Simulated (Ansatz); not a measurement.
Calculation: frozen-core CCSD(T)/cc-pVTZ // PBE-D3(BJ)/def2-TZVP in Ansatz (a quantum-chemistry and plane-wave program).

Ansatz 0.2 input:
```yaml
crystal:
  periodic: [false, false, false]
  atoms:
    - { symbol: Se, position_ang: [0.742053, -0.000004, -0.000003] }
    - { symbol: H, position_ang: [-0.742053, 0.000004, 0.000003] }
basis:
  gaussian: { orbitals: cc-pVTZ }
correlation:
  method: ccsd_t
magnetization:
  spin_polarized: true
  initial_magnetization: 1
```

Output:

```
Functional definition: HF
352 factors; integrals over basis functions are off by at most 8.0e-4 eV
mean field evaluation 1: about -65319.3197 eV, gradient 6.1e0 eV
mean field evaluation 2: about -65319.3204 eV, gradient 6.1e0 eV
mean field evaluation 4: about -65319.6869 eV, gradient 7.4e-1 eV
mean field evaluation 8: about -65319.6935 eV, gradient 8.6e-4 eV
mean field evaluation 16: about -65318.9066 eV, gradient 8.3e0 eV
mean field evaluation 32: about -65319.6900 eV, gradient 4.3e-1 eV
mean field -65319.69351176 eV, -2400.4544612787 hartree, gradient 5.4e-6 eV, S^2 0.761380; 3 other end points of the search recorded, 0 dependent functions left out
9 core orbitals not correlated
reference -65319.69351176 eV, -2400.4544612787 hartree; 9, 8 occupied and 39, 40 virtual orbitals, 352 factors
second order -5.36222721 eV of doubles, -0.00000000 eV of singles
cycle   1  -5.65753457 eV  change   -3.0e-1 eV  update   5.1e-2
cycle   2  -5.84533808 eV  change   -1.9e-1 eV  update   1.6e-2
cycle   3  -5.85259575 eV  change   -7.3e-3 eV  update   5.0e-3
cycle   4  -5.85380623 eV  change   -1.2e-3 eV  update   1.5e-3
cycle   5  -5.85353778 eV  change    2.7e-4 eV  update   3.8e-4
cycle   6  -5.85352696 eV  change    1.1e-5 eV  update   1.4e-4
cycle   7  -5.85357331 eV  change   -4.6e-5 eV  update   5.0e-5
cycle   8  -5.85357147 eV  change    1.8e-6 eV  update   1.7e-5
perturbative correction -0.20127840 eV, -0.0073968449 hartree
Total energy: -65325.74836164 eV, -2400.6769729076 hartree
```

Cost: about 1.5 core-seconds (a rough figure).
